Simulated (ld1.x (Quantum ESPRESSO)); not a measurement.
# What one change does to a pseudopotential (I, ultrasoft)

ld1.x (Quantum ESPRESSO) 7.5 input, shortened:

```
&input
   title='I', zed=53., rel=1, dft='PBE', iswitch=3,
   config='[Kr] 4d10 5s2 5p5'
 /
 &inputp
   pseudotype=3, tm=.true., lloc=-1, rcloc=0.95,
   nlcc=.true., new_core_ps=.true., rcore=1.20,
   which_augfun='PSQ', rmatch_augfun_nc=.true.
 /
6
5S  1  0   2.00   0.00  1.35  1.70  0.0
5S  1  0   0.00  -0.15  1.35  1.70  0.0
5P  2  1   5.00   0.00  1.40  1.95  0.0
5P  2  1   0.00   3.55  1.40  1.95  0.0
4D  3  2  10.00   0.00  0.90  1.15  0.0
4D  3  2   0.00  -2.00  0.90  1.15  0.0
 &test
   configts(1)='4d10 5s2 5p5'
 /
```

Change: waves 5s (bound): rcut 1.35, rcutus 2.26 bohr; 5s channel at -0.15 Ry: rcut 1.35, rcutus 2.26 bohr.

Cutoffs: the cutoffs (Ry, on a coarse ladder) from which the occupation-weighted sum of valence levels, in a spherical-Bessel basis at the reference potential, stays within 10 and 1 mRy of its value at 400 Ry; they do not see the model core or the augmentation charge, which bear on the density cutoff. Errors are all-electron minus pseudo energies relative to the spin-unpolarised reference configuration.

Q: What does the change do?

A: The bound ghosts move from p, s to p; of the 7 tests that both files solve, the error grows in 0 and shrinks in 2 by more than 15 % and 0.3 meV (median size 10.1 → 10.4 meV).

| quantity | base | changed |
| --- | --- | --- |
| cutoffs, loose and tight | 120 Ry, 200 Ry | not determined |
| bound ghosts | s, p | p (s not tested, overlap not positive) |
| error for 4d10 5s2 5p4, meV [ΔE 11.13 eV] | -3.2 | -3.3 |
| error for 4d10 5s2 5p3, meV [ΔE 30.98 eV] | -10 | -10 |
| error for 4d10 5s2 5p2, meV [ΔE 60.31 eV] | -26 | -27 |
| error for 4d10 5s2 5p1, meV [ΔE 99.73 eV] | -63 | -64 |
| error for 4d10 5s1 5p6, meV [ΔE 10.41 eV] | -1.7 | -1.0 |
| error for 4d10 5s2 5p5.3, meV [ΔE -1.78 eV] | +0.5 | +0.5 |
| error for 4d9 5s2 5p5, meV [ΔE 58.25 eV] | -33 | +27 |
| lowest overlap eigenvalue by channel | s 0.32, p 0.37, d 0.95 | s -0.28, p 0.37, d 0.95 |

Changed file: the overlap operator is not positive definite in a basis up to 400 Ry (lowest eigenvalue s -0.28), so the file is unfit for use: the generalised eigenproblem breaks down once the basis is large enough, and its test numbers describe a broken file. A true bound ghost makes a file unfit for plane-wave use even where its test errors are small: the radial tests pick states by their node count and pass the ghost by.
